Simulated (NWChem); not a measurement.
A series in which one site is exchanged, each optimised at PBE0/def2-SVP with NWChem, gas phase unless a solvent is named. All stand in one matching conformer (torsions within 35°), which need not be the lowest. Some are not confirmed as minima by frequencies. def2 effective core potentials on Cd, I; no spin-orbit coupling.

A: [NH2][Cd][Cl] (CdNH2Cl; site = Cl)
B: [NH2][Cd][I] (CdNH2I; site = I)
C: [NH2][CdH] (CdNH3; site = H)
D: [Cd]([NH2])[F] (CdNH₂F; site = F)

Problem. Rank them by vertical ionisation energy, ΔSCF, PBE/def2-SVP (eV), lowest first.

Solution. B (8.64), C (8.82), A (9.14), D (9.45)
